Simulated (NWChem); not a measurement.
# SiHBr2F; SMILES F[SiH](Br)Br

Computed with NWChem. Medium grid unless said otherwise, to which SCAN and Minnesota functionals are sensitive. Coordinates come from a B3LYP/6-31G* (spherical d) optimisation.

For level PBE/def2-SVP:

```yaml
highest occupied level (eV): -7.39
orbital gap (eV): 6.00
```

Task: Estimate the same quantities for level r2SCAN/def2-SVP.

Result: 
* **highest occupied level (eV)**: -7.83
* **orbital gap (eV)**: 6.66
